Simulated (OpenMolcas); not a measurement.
**Nb²⁺: effect of the active space**

| Item | Value |
| --- | --- |
| Program | OpenMolcas |
| Method | XMS-CASPT2, IPEA 0.25 Eh, imaginary shift 0.1 Eh |
| Basis | ANO-RCC-VTZP |
| Scalar Hamiltonian | DKH2, point nucleus |
| Spin-orbit coupling | RASSI with atomic mean-field integrals over the reference wave functions, term energies averaged over their components |

A. 3 electrons in 5 orbitals (4d); 2S+1 = 4 even, 10 roots; 2S+1 = 2 even, 40 roots; closed shells correlated: 4s 4p; CASPT2 step of the order of 6 core-seconds
B. 3 electrons in 6 orbitals (4d 5s); 2S+1 = 4 even, 20 roots; 2S+1 = 2 even, 70 roots kept (CI in the orbitals of an earlier block); closed shells correlated: 4s 4p; CASPT2 step of the order of 27 core-seconds

Energies in cm-1 above 4d3 4F 3/2, the measured ground level; measured values from the list in Shadmi, J. Res. Natl. Bur. Stand. 70A, 435 (1966).

| Level | A | B | Measured |
| --- | --- | --- | --- |
| 4d3 4F 3/2 | 0.0 | 0.0 | 0.0 |
| 4d3 4F 5/2 | 520 | 537 | 516 |
| 4d3 4F 7/2 | 1185 | 1225 | 1177 |
| 4d3 4F 9/2 | 1953 | 2020 | 1939 |
| 4d3 4P 3/2 [74 %] | 8710 | 8810 | 8608 |
| 4d3 4P 1/2 | 8810 | 8860 | 8664 |
| 4d3 2G 7/2 | 9530 | 10020 | 9236 |
| 4d3 4P 5/2 | 9760 | 9780 | 9594 |
| 4d3 2G 9/2 | 10110 | 10590 | 9804 |
| 4d3 2P 1/2 | 10770 | 11230 |  |
| 4d3 2P 3/2 [53 %] | 11070 | 11420 |  |
| 4d3 2D 3/2(1) [70 %] | 13220 | 13610 |  |
| 4d3 2D 5/2(1) | 13430 | 13750 | 13094 |
| 4d3 2H 9/2 | 13460 | 13750 | 12916 |
| 4d3 2H 11/2 | 13810 | 14090 | 13264 |
| 4d3 2F 7/2 | 21010 | 20710 | 19861 |
| 4d3 2F 5/2 | 21250 | 20830 | 19975 |
| 4d3 2D 5/2(2) [58 %] | 32510 | 32680 |  |
| 4d3 2D 3/2(2) [61 %] | 32830 | 33070 |  |

Deviations, from unrounded energies. A percentage is the sum of absolute deviations over the sum of measured energies, with the sign that they share, or ± where signs differ.

```csv
Against measurement,Levels,A,B
mean absolute deviation (cm-1),13,380,490
fine structure of the ground term (%),3,+0.7,+4.1
other terms of the ground configuration (%),10,+3.9,+4.9
```

A lies closest to measurement on these levels. The largest miss of A in the table is 4d3 2F 5/2, by +1300 cm-1. The ranking rests on the paired levels alone, and a cruder setting can come out closer through cancelling errors.

The two smallest mean deviations differ by little beside CASPT2's spread within terms, so their order carries little weight.

Between A and B the level of the table that moves most is 4d3 2G 7/2, by 490 cm-1 (lowest in A, highest in B). Moves below CASPT2's spread within the term are not significant.

Term energies are means over components that CASPT2 splits; among the terms shown or strongly mixed into the levels shown the widest spread is 1700 cm-1 (4d3 2G, B). Over all roots computed the reference weight is 0.86 to 0.94 in B; the roots of lowest weight are the least certain, and an intruder state may touch them. The CASPT2 spread within a term exceeds the gap to the next term for 4d3 4P and 4d3 2G, 4d3 2D(1) and 4d3 2H, so the order of their levels is uncertain (figures for A; the like holds for B). Levels of configurations with an s electron are missing; early in the row they begin among the upper levels of the d shell and mix with terms of their name (holds for A). Terms from blocks run as CI alone lack orbitals of their own (holds for B). Configurations are named by rounded mean occupations; where the s occupation lies near a half they are strongly mixed, a name can repeat and a true partner stay unpaired (holds for B). Measured partners are found by configuration, term and J. A level has none where our copy of the source lacks it or the pairing is in doubt (some pairs that miss far off the trend of their configuration count as doubtful), and it then counts in no deviation. Only configurations of the active space appear. The table leaves out levels that lie high or whose names do not pair safely across all columns.

A share in square brackets marks a mixed level and gives the weight of the term that names it, the lowest over the columns. A number in round brackets counts repeated terms of one configuration in the order of the reference energies.
